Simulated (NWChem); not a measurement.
A series in which one site is exchanged, each optimised at PBE0/def2-SVP with NWChem, gas phase unless a solvent is named. For some, no frequency run checked for a minimum. def2 effective core potentials on Sr, Ba; no spin-orbit coupling.

A: [F][Be][F] (BeF₂; site = Be)
B: FSF (SF$_{2}$; site = S)
C: [F][Ba][F] (BaF₂; site = Ba)
D: [Sr]([F])[F] (SrF$_{2}$; site = Sr)

Q: Rank them by dipole (D), PBE0/def2-SVP, lowest first.

A: A (0.00), B (1.41), D (5.99), C (7.09)
